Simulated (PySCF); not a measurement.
Compound: C2HClFGa.
Structure used (PBE0-D3(BJ)/def2-SVP), in Å, numbered top down from 1:
```xyz
6
C2HClFGa angstrom
C      1.668   -0.189    0.931
C      0.623   -0.025    0.329
Ga    -1.003    0.191   -0.594
F     -1.348    1.640   -1.494
Cl    -2.529   -1.278   -0.630
H      2.592   -0.336    1.463
```

Level of theory: EOM-IP-CCSD/aug-cc-pVDZ in PySCF, restricted Hartree–Fock reference, 17 core orbitals frozen, non-relativistic, gas phase, PBE0-D3(BJ)/def2-SVP geometry.

The vertical ionisation energies are 11.62, 11.72, 12.14, 12.38, 13.25, 14.56, 14.63, 15.03 eV.

Task: Which Hartree–Fock orbital leads each hole, and what is its Koopmans value −ε?

Result: 
```csv
leading hole (HF orbital),Koopmans (eV),EOM-IP-CCSD (eV),change (eV),one-hole share
HOMO,11.68,11.62,-0.06,0.96
HOMO-1,11.73,11.72,-0.01,0.96
HOMO-2,12.96,12.14,-0.82,0.95
HOMO-3,13.11,12.38,-0.73,0.95
HOMO-4,14.39,13.25,-1.14,0.95
HOMO-6,16.83,14.56,-2.27,0.94
HOMO-5,16.47,14.63,-1.84,0.94
HOMO-7,17.13,15.03,-2.10,0.94
```

Task: Does the order of the lines follow the orbital energies?

Result: No: the HOMO-6 hole (14.56 eV) falls below the HOMO-5 hole (14.63 eV). The corrections run from -2.27 to -0.01 eV, with a mean of -1.12 eV over the 8 lines; no line lies above its Koopmans value. Koopmans values leave out both the relaxation of the orbitals and the change in correlation energy.

Task: At what kinetic energies would He II light (40.81 eV) eject these electrons?

Result: 29.19 eV (HOMO), 29.09 eV (HOMO-1), 28.67 eV (HOMO-2), 28.43 eV (HOMO-3), 27.56 eV (HOMO-4), 26.25 eV (HOMO-6), 26.18 eV (HOMO-5), 25.78 eV (HOMO-7).

Task: What total energy has the lowest final state, and which wavelength reaches it?

Result: E(CCSD) + ionisation energy = -2559.26924 + 0.42685 = -2558.84239 Eh, at the geometry of the initial state. The threshold wavelength is 1239.84 eV nm/11.62 eV = 106.7 nm.

Lines less than 0.15 eV apart could change places at a higher level. One root was sought for each valence orbital with −ε under 21 eV, eight at most, so deeper holes and satellites are missing; no vibrational structure.
